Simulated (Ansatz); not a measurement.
Program: Ansatz. Geometries: PBE0-D4/def2-TZVP. ΔE: electronic, gas phase. CCSD(T)/CBS adds triple-zeta CCSD(T) − MP2 to the extrapolated MP2 energy (def2 sets, frozen cores). This one scheme is used for every species. Functionals use def2-TZVPP. For Br, Ga outer-core shells are correlated without core-valence functions, which leaves a few kJ/mol of doubt a bond. Scalar relativity is left out up to krypton. Each species was taken in one conformer, which may not be the lowest.

Reaction (hydrogenolysis of a Ga–Cl bond): `[NH2][Ga]([Cl])[Br]` + H₂ → `[NH2][GaH][Br]` + HCl

`[NH2][Ga]([Cl])[Br]`:

```xyz
6

N    -0.286   -0.935   -0.468
Ga    0.154    0.615    0.315
Cl   -0.828    1.217    2.102
Br    1.732    1.968   -0.592
H     0.177   -1.286   -1.287
H    -0.949   -1.579   -0.071
```

H₂:

Cartesian coordinates in Å:
```
H 0.320 -0.019 -0.191
H -0.320 0.019 0.191
```

`[NH2][GaH][Br]`:

Z-matrix (Å, degrees):
```
N
Ga 1 1.800
H 1 1.006 2 123.0
H 1 1.005 2 124.2 3 180.0
Br 2 2.293 1 113.9 3 0.0
H 2 1.547 1 125.6 3 -180.0
```

HCl:

Z-matrix (Å, degrees):
```
Cl
H 1 1.279
```

(1) Is it downhill or uphill in electronic energy at CCSD(T)/CBS, and by how much? (Estimate.)

(2) What do these levels give: PBE-D4, revPBE-D4, BLYP-D4, B97M-V, r2SCAN0-D4, r2SCAN, RPA@PBE/def2-TZVPP, SCS-MP2/def2-TZVPP, MP2/def2-QZVPP, HF/CBS(def2), MP2/CBS(def2), CCSD/CBS(def2)? (Estimate.)

Largest T1 diagnostic among the species: 0.011.

Answers

(1) The calculation gave: Uphill: ΔE = +0.94 eV.

(2) Ansatz gave: PBE-D4 0.91, revPBE-D4 0.94, BLYP-D4 0.93, B97M-V 0.87, r2SCAN0-D4 0.97, r2SCAN 0.96, RPA@PBE/def2-TZVPP 0.88, SCS-MP2/def2-TZVPP 0.97, MP2/def2-QZVPP 1.02, HF/CBS(def2) 0.91, MP2/CBS(def2) 1.03, CCSD/CBS(def2) 0.91 eV.

From BLYP to BHLYP (50 % exact exchange), in def2-TZVPP and without D4, ΔE moves by +0.05 eV. The D4 term adds +0.08 eV with B3LYP and +0.04 eV with PBE0; it sums over pairs of atoms, weighted by their polarisabilities, and B3LYP, whose exchange is more repulsive, gets the larger term. Leaving LDA and LC-ωPBE aside and taking each functional with its dispersion term where it has one, the values spread over 0.11 eV, from B97M-V to r2SCAN0-D4. LDA lies −0.05 eV from PBE without D4.

B3LYP here is the variant with VWN-RPA as its local correlation; programs differ in this.
